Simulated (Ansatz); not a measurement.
Relaxation of CH$_{7}$BO$_{2}$Si (12 atoms, charge 0, multiplicity 1), to a largest force component of 0.02 eV/Å in at most 50 steps.

Computed with RKS revPBE-D4/STO-3G in Ansatz 0.2.0.

```xyz
12
Properties=species:S:1:pos:R:3:forces:R:3
C -1.844 -0.505 0.741 -3.27 3.98 1.01
O -1.066 -1.300 -0.043 3.84 -1.33 -3.91
B -0.250 -0.452 -0.916 1.09 -1.64 3.34
Si 1.622 0.104 -0.309 -2.56 -1.33 1.15
O 1.633 1.799 -0.286 -0.47 1.39 -0.24
H -2.533 -1.083 1.370 -0.28 -0.73 0.53
H -1.272 0.199 1.411 -0.07 0.00 0.13
H -2.535 0.164 0.081 0.48 -0.36 0.98
H -0.590 -0.125 -1.936 -1.18 0.41 -2.06
H 2.564 -0.428 -1.211 1.32 -0.69 -0.75
H 1.782 -0.440 1.064 0.47 0.04 -0.41
H 2.566 2.013 0.069 0.63 0.25 0.24
```

Problem. Where does it end, and by what steps?

Solution. It converged. The force dipped under the threshold on the way, but the program's further checks kept it going. Limits of this set-up: minimal basis. After 27 steps the energy has fallen by 1.933 eV; H7 moved furthest, 1.49 Å.

```json
{"step": "0", "energy less start (eV)": "0.0000", "largest force component (eV/Å)": "3.977", "accepted": "yes"}
{"step": "1", "energy less start (eV)": "-0.6122", "largest force component (eV/Å)": "1.521", "accepted": "yes"}
{"step": "2", "energy less start (eV)": "-0.7256", "largest force component (eV/Å)": "0.655", "accepted": "yes"}
{"step": "3", "energy less start (eV)": "-0.8074", "largest force component (eV/Å)": "0.991", "accepted": "yes"}
{"step": "4", "energy less start (eV)": "-1.0937", "largest force component (eV/Å)": "1.190", "accepted": "yes"}
{"step": "5", "energy less start (eV)": "-1.4135", "largest force component (eV/Å)": "0.738", "accepted": "yes"}
{"step": "6", "energy less start (eV)": "-1.6135", "largest force component (eV/Å)": "0.876", "accepted": "yes"}
{"step": "7", "energy less start (eV)": "-1.7555", "largest force component (eV/Å)": "0.409", "accepted": "yes"}
{"step": "8", "energy less start (eV)": "-1.8583", "largest force component (eV/Å)": "0.354", "accepted": "yes"}
{"step": "9", "energy less start (eV)": "-1.9054", "largest force component (eV/Å)": "0.165", "accepted": "yes"}
{"step": "10", "energy less start (eV)": "-1.9271", "largest force component (eV/Å)": "0.077", "accepted": "yes"}
{"step": "11", "energy less start (eV)": "-1.9298", "largest force component (eV/Å)": "0.085", "accepted": "yes"}
{"step": "12", "energy less start (eV)": "-1.9288", "largest force component (eV/Å)": "0.162", "accepted": "no"}
{"step": "13", "energy less start (eV)": "-1.9308", "largest force component (eV/Å)": "0.040", "accepted": "yes"}
{"step": "14", "energy less start (eV)": "-1.9312", "largest force component (eV/Å)": "0.043", "accepted": "yes"}
{"step": "15", "energy less start (eV)": "-1.9315", "largest force component (eV/Å)": "0.048", "accepted": "yes"}
{"step": "16", "energy less start (eV)": "-1.9319", "largest force component (eV/Å)": "0.068", "accepted": "yes"}
{"step": "17", "energy less start (eV)": "-1.9322", "largest force component (eV/Å)": "0.059", "accepted": "yes"}
{"step": "18", "energy less start (eV)": "-1.9325", "largest force component (eV/Å)": "0.047", "accepted": "yes"}
{"step": "19", "energy less start (eV)": "-1.9328", "largest force component (eV/Å)": "0.045", "accepted": "yes"}
{"step": "20", "energy less start (eV)": "-1.9329", "largest force component (eV/Å)": "0.034", "accepted": "yes"}
{"step": "21", "energy less start (eV)": "-1.9331", "largest force component (eV/Å)": "0.016", "accepted": "yes"}
{"step": "22", "energy less start (eV)": "-1.9332", "largest force component (eV/Å)": "0.025", "accepted": "yes"}
{"step": "23", "energy less start (eV)": "-1.9333", "largest force component (eV/Å)": "0.031", "accepted": "yes"}
{"step": "24", "energy less start (eV)": "-1.9334", "largest force component (eV/Å)": "0.035", "accepted": "yes"}
{"step": "25", "energy less start (eV)": "-1.9334", "largest force component (eV/Å)": "0.040", "accepted": "yes"}
{"step": "26", "energy less start (eV)": "-1.9334", "largest force component (eV/Å)": "0.041", "accepted": "no"}
{"step": "27", "energy less start (eV)": "-1.9335", "largest force component (eV/Å)": "0.017", "accepted": "yes"}
```

```xyz
12
Properties=species:S:1:pos:R:3
C -2.288 -0.685 0.656
O -0.796 -0.601 0.695
B -0.175 0.089 -0.310
Si 1.801 0.170 -0.258
O 2.267 1.769 -0.800
H -2.573 -1.763 0.606
H -2.682 -0.251 1.605
H -2.723 -0.141 -0.215
H -0.808 0.601 -1.174
H 2.389 -0.859 -1.133
H 2.362 -0.111 1.072
H 3.301 1.725 -0.709
```

The run took 62 s on 1 thread of Arm Neoverse V2 (shared host), peak memory 0.14 GiB.
